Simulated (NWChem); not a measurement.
System: CH6MgOSi; SMILES [CH3][Mg][O][SiH3]

```xyz
10

Mg    -0.7728     0.6742     0.5441
C     -1.9808     1.6153     1.9551
H     -2.1059     0.9964     2.8518
H     -2.9809     1.8191     1.5540
H     -1.5527     2.5733     2.2738
O      0.2788    -0.1446    -0.6841
Si     1.2236    -0.8836    -1.7873
H      0.4271    -1.7161    -2.7408
H      2.2235    -1.7947    -1.1496
H      1.9962     0.0967    -2.6112
```
Atoms are numbered in this order, from 1.

Computed with NWChem. Pople sets run with spherical d functions. Geometry: optimised at B3LYP/6-31G* (spherical d). Core excitations by TDA in a window of 1s orbitals, non-relativistic and unshifted: absolute energies depend strongly on the exact-exchange share.

```tsv
level	first 1s excitation (eV)	dipole oscillator strength of the first
Si K edge, PBE0/6-311G**	1800.0	0.0009
O K edge, PBE0/6-311G**	518.6	0.0014
O K edge, B3LYP/6-311G**	516.5	0.0016
```
